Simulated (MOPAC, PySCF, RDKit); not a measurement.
Conformational energy of SMILES C1CC1C1CC1. Scanned: dihedral C1–C3–C4–C5; all other coordinates were relaxed at GFN2-xTB. Heavy atoms are numbered in the order of the SMILES C1CC1C1CC1, hydrogens after them in the order of the atoms that carry them; the mirror image has the same energies with the sign of each dihedral reversed.

- UFF // GFN2-xTB (RDKit)
- PM3, restricted, heats of formation // GFN2-xTB (MOPAC)
- RKS-B3LYP/LANL2DZ = restricted B3LYP/LANL2DZ // GFN2-xTB (PySCF)

Energies in kJ/mol, each method relative to its own lowest point.

```json
[
 {"φ / °": "-165", "UFF": "12.9", "PM3": "2.9", "RKS-B3LYP/LANL2DZ": "3.4"},
 {"φ / °": "-150", "UFF": "21.0", "PM3": "3.1", "RKS-B3LYP/LANL2DZ": "0.9"},
 {"φ / °": "-135", "UFF": "22.7", "PM3": "3.3", "RKS-B3LYP/LANL2DZ": "0.0"},
 {"φ / °": "-120", "UFF": "20.6", "PM3": "3.4", "RKS-B3LYP/LANL2DZ": "1.2"},
 {"φ / °": "-105", "UFF": "23.6", "PM3": "4.8", "RKS-B3LYP/LANL2DZ": "5.7"},
 {"φ / °": "-90", "UFF": "37.5", "PM3": "7.6", "RKS-B3LYP/LANL2DZ": "12.3"},
 {"φ / °": "-75", "UFF": "49.3", "PM3": "9.3", "RKS-B3LYP/LANL2DZ": "15.6"},
 {"φ / °": "-60", "UFF": "44.6", "PM3": "8.7", "RKS-B3LYP/LANL2DZ": "13.2"},
 {"φ / °": "-45", "UFF": "31.2", "PM3": "6.0", "RKS-B3LYP/LANL2DZ": "7.6"},
 {"φ / °": "-30", "UFF": "21.8", "PM3": "3.8", "RKS-B3LYP/LANL2DZ": "2.6"},
 {"φ / °": "-15", "UFF": "20.7", "PM3": "3.2", "RKS-B3LYP/LANL2DZ": "0.4"},
 {"φ / °": "0", "UFF": "21.3", "PM3": "3.1", "RKS-B3LYP/LANL2DZ": "0.4"},
 {"φ / °": "15", "UFF": "17.0", "PM3": "3.0", "RKS-B3LYP/LANL2DZ": "2.1"},
 {"φ / °": "30", "UFF": "9.2", "PM3": "2.8", "RKS-B3LYP/LANL2DZ": "4.7"},
 {"φ / °": "45", "UFF": "3.5", "PM3": "2.5", "RKS-B3LYP/LANL2DZ": "6.9"},
 {"φ / °": "60", "UFF": "2.0", "PM3": "2.4", "RKS-B3LYP/LANL2DZ": "7.2"},
 {"φ / °": "75", "UFF": "2.4", "PM3": "1.8", "RKS-B3LYP/LANL2DZ": "5.1"},
 {"φ / °": "90", "UFF": "2.3", "PM3": "0.7", "RKS-B3LYP/LANL2DZ": "2.1"},
 {"φ / °": "105", "UFF": "1.7", "PM3": "0.0", "RKS-B3LYP/LANL2DZ": "0.3"},
 {"φ / °": "120", "UFF": "0.9", "PM3": "0.1", "RKS-B3LYP/LANL2DZ": "0.8"},
 {"φ / °": "135", "UFF": "0.2", "PM3": "0.9", "RKS-B3LYP/LANL2DZ": "3.3"},
 {"φ / °": "150", "UFF": "0.0", "PM3": "1.9", "RKS-B3LYP/LANL2DZ": "6.2"},
 {"φ / °": "165", "UFF": "0.7", "PM3": "2.4", "RKS-B3LYP/LANL2DZ": "7.5"},
 {"φ / °": "180", "UFF": "4.4", "PM3": "2.5", "RKS-B3LYP/LANL2DZ": "6.2"}
]
```
